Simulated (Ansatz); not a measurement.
Steps of a relaxation of C2H7AsSeSi, SMILES `CC(=[Se])[AsH][SiH3]` with RKS PBE0-D4/def2-TZVP.

```sh
$ ansatz run in.yaml --threads 4 --pin off --events-out ev --progress --plain --max-ram 10444MiB
```

```yaml
crystal:
  periodic: [false, false, false]
  atoms:
    - {symbol: C, position_ang: [-1.454170, -1.084380, 0.687650]}
    - {symbol: C, position_ang: [0.013660, -0.861240, 0.805160]}
    - {symbol: Se, position_ang: [1.148780, -2.231010, 0.841900]}
    - {symbol: As, position_ang: [0.656140, 0.945150, 1.037990]}
    - {symbol: Si, position_ang: [1.340570, 1.200090, -1.185550]}
    - {symbol: H, position_ang: [-1.958010, -0.677380, 1.570100]}
    - {symbol: H, position_ang: [-1.844030, -0.545940, -0.181470]}
    - {symbol: H, position_ang: [-1.698430, -2.141690, 0.593010]}
    - {symbol: H, position_ang: [-0.689420, 1.587170, 0.775750]}
    - {symbol: H, position_ang: [1.531050, 2.635200, -1.426050]}
    - {symbol: H, position_ang: [0.351760, 0.693440, -2.147890]}
    - {symbol: H, position_ang: [2.602100, 0.480600, -1.370590]}
basis:
  gaussian: {orbitals: def2-TZVP}
hamiltonian: {xc: pbe0, dispersion: d4}
relax: {f_tol: 0.005, max_steps: 150}
```

Positions (Å) and forces (eV/Å) along the path, 11 of 26 steps:

```xyz
12
step=1 energy=-136236.2187 eV
C    -1.454   -1.084    0.688    0.048    0.085   -0.018
C     0.014   -0.861    0.805    0.084   -0.815    0.002
Se    1.149   -2.231    0.842   -0.071    0.386   -0.062
As    0.656    0.945    1.038    0.126    0.018    0.355
Si    1.341    1.200   -1.186   -0.047   -0.079   -0.083
H    -1.958   -0.677    1.570   -0.075    0.060    0.000
H    -1.844   -0.546   -0.181   -0.058    0.066    0.000
H    -1.698   -2.142    0.593    0.051   -0.015    0.026
H    -0.689    1.587    0.776   -0.193    0.227   -0.059
H     1.531    2.635   -1.426    0.072    0.360   -0.025
H     0.352    0.693   -2.148   -0.252   -0.133   -0.146
H     2.602    0.481   -1.371    0.313   -0.161    0.010
12
step=3 energy=-136236.2557 eV
C    -1.467   -1.095    0.694    0.087   -0.023    0.001
C     0.001   -0.857    0.770    0.137   -0.318    0.092
Se    1.213   -2.160    0.711   -0.295    0.299   -0.041
As    0.625    0.961    1.064    0.032    0.015   -0.023
Si    1.352    1.175   -1.178    0.003    0.035    0.079
H    -1.963   -0.681    1.581    0.021    0.004   -0.020
H    -1.886   -0.562   -0.167    0.008   -0.003    0.007
H    -1.698   -2.157    0.613    0.001    0.006   -0.007
H    -0.702    1.668    0.776   -0.001   -0.019   -0.020
H     1.559    2.626   -1.426    0.005    0.013   -0.057
H     0.335    0.640   -2.119    0.011    0.000   -0.010
H     2.631    0.441   -1.318   -0.009   -0.008   -0.002
12
step=4 energy=-136236.2588 eV
C    -1.469   -1.097    0.699    0.068    0.002    0.027
C    -0.002   -0.856    0.775    0.164   -0.294   -0.023
Se    1.210   -2.155    0.685   -0.255    0.263   -0.004
As    0.623    0.963    1.068   -0.017    0.057    0.007
Si    1.354    1.185   -1.171    0.026   -0.028   -0.005
H    -1.965   -0.692    1.589    0.009    0.003   -0.017
H    -1.889   -0.557   -0.158    0.007   -0.003    0.006
H    -1.698   -2.159    0.608    0.006    0.009   -0.001
H    -0.706    1.663    0.774    0.000   -0.007    0.004
H     1.570    2.628   -1.463   -0.010   -0.002    0.018
H     0.344    0.635   -2.110    0.000   -0.001   -0.004
H     2.629    0.442   -1.296    0.002    0.001   -0.007
12
step=6 energy=-136236.2630 eV
C    -1.478   -1.098    0.717    0.002    0.009    0.033
C    -0.011   -0.861    0.753    0.025   -0.024   -0.036
Se    1.190   -2.147    0.593   -0.013    0.007   -0.001
As    0.608    0.960    1.063   -0.013    0.019   -0.005
Si    1.374    1.184   -1.163    0.004   -0.001   -0.006
H    -1.949   -0.657    1.602   -0.041   -0.008    0.008
H    -1.916   -0.588   -0.149    0.023    0.004    0.007
H    -1.712   -2.161    0.666   -0.004   -0.011   -0.001
H    -0.721    1.655    0.757    0.012   -0.001    0.001
H     1.557    2.632   -1.452   -0.002   -0.001    0.002
H     0.388    0.607   -2.113    0.007    0.004   -0.003
H     2.669    0.473   -1.274   -0.001    0.003    0.003
12
step=7 energy=-136236.2511 eV rejected
C    -1.476   -1.100    0.746   -0.159   -0.122   -0.045
C    -0.010   -0.862    0.746   -0.046   -0.008    0.329
Se    1.186   -2.151    0.575   -0.001    0.024   -0.040
As    0.603    0.963    1.054    0.017   -0.009   -0.069
Si    1.374    1.183   -1.170    0.067    0.037    0.020
H    -1.991   -0.681    1.626    0.295   -0.027   -0.143
H    -1.884   -0.572   -0.120   -0.189    0.024   -0.086
H    -1.716   -2.164    0.660    0.049    0.114    0.026
H    -0.719    1.661    0.733   -0.027   -0.015    0.021
H     1.555    2.633   -1.448    0.008   -0.002   -0.007
H     0.407    0.614   -2.142   -0.021   -0.018    0.017
H     2.672    0.476   -1.261    0.007    0.003   -0.022
12
step=8 energy=-136236.2639 eV
C    -1.485   -1.103    0.731    0.001    0.003    0.002
C    -0.018   -0.863    0.748    0.011    0.004   -0.009
Se    1.182   -2.148    0.572   -0.005   -0.004   -0.003
As    0.603    0.959    1.053   -0.010    0.000   -0.010
Si    1.386    1.188   -1.167   -0.009   -0.004    0.008
H    -1.953   -0.664    1.619   -0.009   -0.003    0.005
H    -1.929   -0.592   -0.131    0.005    0.002    0.006
H    -1.719   -2.166    0.680    0.002   -0.003    0.003
H    -0.724    1.654    0.741    0.003    0.003   -0.001
H     1.559    2.638   -1.449    0.004    0.002    0.001
H     0.412    0.608   -2.127    0.005   -0.001   -0.005
H     2.687    0.487   -1.269    0.003    0.002    0.002
12
step=15 energy=-136236.2695 eV
C    -1.556   -1.139    0.867   -0.031    0.020   -0.001
C    -0.113   -0.864    0.635    0.013   -0.033    0.000
Se    1.061   -2.118    0.215   -0.034    0.017    0.002
As    0.499    0.953    0.941    0.027    0.025   -0.005
Si    1.517    1.212   -1.176    0.002   -0.004    0.001
H    -1.872   -0.748    1.843    0.022   -0.024   -0.049
H    -2.155   -0.606    0.117    0.031   -0.036    0.038
H    -1.772   -2.206    0.810   -0.016    0.012    0.008
H    -0.799    1.652    0.547   -0.016    0.018   -0.002
H     1.571    2.673   -1.457    0.000   -0.006    0.001
H     0.727    0.522   -2.228    0.008    0.004    0.004
H     2.892    0.667   -1.114   -0.005    0.008    0.001
12
step=16 energy=-136236.2701 eV
C    -1.569   -1.148    0.893   -0.018    0.077    0.033
C    -0.135   -0.863    0.612   -0.006   -0.084   -0.043
Se    1.029   -2.112    0.140   -0.081    0.080    0.031
As    0.478    0.953    0.917    0.016    0.028   -0.016
Si    1.543    1.217   -1.177    0.012   -0.032   -0.010
H    -1.850   -0.767    1.885    0.025   -0.038   -0.103
H    -2.201   -0.613    0.169    0.079   -0.062    0.074
H    -1.782   -2.215    0.838   -0.015    0.010    0.000
H    -0.812    1.659    0.507    0.003   -0.006    0.005
H     1.573    2.679   -1.460    0.000   -0.014    0.002
H     0.794    0.505   -2.244    0.025    0.021    0.028
H     2.932    0.705   -1.080   -0.041    0.019   -0.001
12
step=17 energy=-136236.2707 eV
C    -1.570   -1.149    0.895    0.000    0.048    0.026
C    -0.137   -0.863    0.610    0.010   -0.070   -0.037
Se    1.025   -2.111    0.133   -0.063    0.068    0.023
As    0.477    0.953    0.915    0.000    0.021   -0.009
Si    1.544    1.218   -1.177    0.014   -0.031   -0.008
H    -1.848   -0.766    1.886    0.011   -0.021   -0.056
H    -2.202   -0.617    0.172    0.043   -0.034    0.038
H    -1.782   -2.217    0.843   -0.008    0.004   -0.001
H    -0.814    1.660    0.507    0.006   -0.006    0.004
H     1.577    2.679   -1.463   -0.003   -0.008    0.006
H     0.799    0.505   -2.246    0.017    0.014    0.019
H     2.931    0.707   -1.074   -0.027    0.015   -0.004
12
step=20 energy=-136236.2717 eV rejected
C    -1.584   -1.160    0.935    0.012    0.018   -0.005
C    -0.172   -0.860    0.569    0.012   -0.038    0.014
Se    0.969   -2.092    0.013   -0.035    0.040    0.012
As    0.443    0.955    0.878   -0.002   -0.029   -0.005
Si    1.583    1.218   -1.175   -0.008    0.003   -0.020
H    -1.813   -0.779    1.937    0.005   -0.003   -0.015
H    -2.258   -0.638    0.246    0.009   -0.006    0.010
H    -1.790   -2.230    0.895    0.004    0.001   -0.004
H    -0.838    1.667    0.452    0.012    0.000   -0.010
H     1.580    2.680   -1.460    0.008    0.000   -0.007
H     0.898    0.483   -2.267    0.009    0.011    0.020
H     2.983    0.757   -1.024   -0.025    0.003    0.010
12
step=26 energy=-136236.2720 eV
C    -1.581   -1.160    0.933   -0.002    0.001   -0.001
C    -0.169   -0.861    0.574    0.001   -0.002   -0.001
Se    0.974   -2.091    0.022    0.001    0.000    0.000
As    0.444    0.956    0.880    0.001    0.003    0.001
Si    1.577    1.221   -1.175    0.000    0.001    0.001
H    -1.815   -0.779    1.933    0.000   -0.001    0.001
H    -2.252   -0.638    0.241    0.000    0.000    0.001
H    -1.787   -2.230    0.892    0.000    0.000    0.001
H    -0.837    1.664    0.449   -0.001    0.000    0.000
H     1.590    2.682   -1.461    0.000    0.000    0.000
H     0.885    0.492   -2.266   -0.001   -0.001   -0.001
H     2.971    0.744   -1.023    0.001    0.000    0.000
```

Hardware: 4 threads of an AMD EPYC 9R45 on a shared host. Wall time 80 s, peak host memory 0.96 GiB.
